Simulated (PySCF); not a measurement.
GaNH2, optimised at HF/6-31G*:

```xyz
4

N      0.2163    -0.0746    -0.1822
Ga    -0.0779     0.7981    -1.7974
H     -0.1033    -0.9972     0.0403
H      0.7181     0.3076     0.5956
```

Computed with PySCF (xtb for GFN2) and rigid-rotor harmonic-oscillator thermochemistry at 1 bar. 6-31G* has spherical d functions here. All species are closed-shell singlets. B3LYP is the form with VWN-RPA correlation. Ga: all electrons, no relativistic terms. GaNH2: computed as isolated molecules; such fragments, hydroxides, amides, oligomers or adducts are transient or little studied in the gas.

Task: List the harmonic frequencies (cm⁻¹, unscaled) at this level and at the other levels, each on its own geometry.

Result: 
- HF/6-31G*: 356, 565, 644, 1722, 3740, 3840
- B3LYP/6-31G*: 294, 483, 597, 1577, 3496, 3605
- GFN2-xTB: 291, 463, 516, 1540, 3359, 3366
- PBE/def2-SVP: 331, 421, 596, 1445, 3425, 3531
- PBE0/def2-TZVP: 321, 477, 613, 1537, 3546, 3652
